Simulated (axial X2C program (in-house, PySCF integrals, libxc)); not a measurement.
**Spin–orbit effects down a group: molecules with Se (ions), MP2**

Calculated with an in-house all-electron X2C program for linear molecules (integrals from PySCF), spin-free (one-electron X2C) or two-component (2c: spin–orbit coupling with atomic mean-field Coulomb and Gaunt terms, which also bring small scalar terms), in Dyall basis sets with cores contracted in-house; open shells are unrestricted.

Basis sets: Al dyall-av3z, B dyall-av3z, Ga dyall-acv3z, In dyall-acv3z, Se dyall-acv3z. Frozen shells (counts by l): BSe⁻ Se 3s2p1d, B 1s, 10 electrons correlated; AlSe⁻ Se 3s2p1d, Al 2s1p, 10 electrons correlated; GaSe⁻ Se 3s2p1d, Ga 3s2p1d, 10 electrons correlated; InSe⁻ In 4s3p2d, Se 3s2p1d, 10 electrons correlated. Where the outer core of a metal is frozen, bonds come out longer and ionisation energies lower.

| molecule | spin-free state | Re (Å) | ωe (cm⁻¹) | De (eV) | 2c state | Re 2c (Å) | ωe 2c (cm⁻¹) | De 2c (eV) |
| --- | --- | --- | --- | --- | --- | --- | --- | --- |
| BSe⁻ | M_S = 0, Λ = 0 | 1.824 | 829.2 | 5.35 | Ω = 0 | 1.824 | 828.5 | 5.26 |
| AlSe⁻ | M_S = 0, Λ = 0 | 2.239 | 446.2 | 4.42 | Ω = 0 | 2.240 | 445.7 | 4.33 |
| GaSe⁻ | M_S = 0, Λ = 0 | 2.276 | 315.9 | 4.03 | Ω = 0 | 2.277 | 315.4 | 3.89 |
| InSe⁻ | M_S = 0, Λ = 0 | 2.470 | 260.7 | 3.64 | Ω = 0 | 2.471 | 260.2 | 3.40 |

Fragments in 2c: Se- + B, Se- + Al, Se- + Ga, In + Se-. Each entry is the lowest single determinant of a limited PBE0 search at one distance. De goes to single-determinant-based atoms at the same level (for ions the charge split of lowest energy) and is withheld (n/a) where an atom does not fit its ground term or J level. Main or longest-lived isotopes.
